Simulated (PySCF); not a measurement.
Ligands exchanged one at a time, In SH-H. Isolated molecules, 0 K electronic values unless said otherwise. One relaxed conformer stands for each flexible species; it need not be the lowest. Strings in code marks are SMILES.

The T1 excitation (TDA) from two functionals at the same geometries (CAM-B3LYP-D3(BJ)/def2-TZVP), both in PySCF: PBE-D3(BJ)/def2-TZVP and TPSSh-D3(BJ)/def2-TZVP. Excitations are Tamm–Dancoff values on a coarser integration grid. The basis has no diffuse functions, so Rydberg states are missing or too high.

```
species                                                                                   PBE-D3(BJ)/def2-TZVP (eV)
----------------------------------------------------------------------------------------  -------------------------
0 of 3 SH replaced by H (`[SH][In]([SH])[SH]`)                                                                 3.67
1 of 3 SH replaced by H (`[InH]([SH])[SH]` (H–S–In–S torsion 180°, S–In–S–H torsion 0°))                       3.93
2 of 3 SH replaced by H (`[SH][InH2]`)                                                                         3.64
```

**Question.** What does TPSSh-D3(BJ)/def2-TZVP give for each?

**Answer.** 
- 0 of 3 SH replaced by H (`[SH][In]([SH])[SH]`): 4.08
- 1 of 3 SH replaced by H (`[InH]([SH])[SH]` (H–S–In–S torsion 180°, S–In–S–H torsion 0°)): 4.33
- 2 of 3 SH replaced by H (`[SH][InH2]`): 4.04
Over these rows, drawn at random from the members with no instability flagged (it was tested for open shells, ions and some series alone), PBE minus TPSSh-D3(BJ): mean -0.40 eV, from -0.42 eV to -0.39 eV.
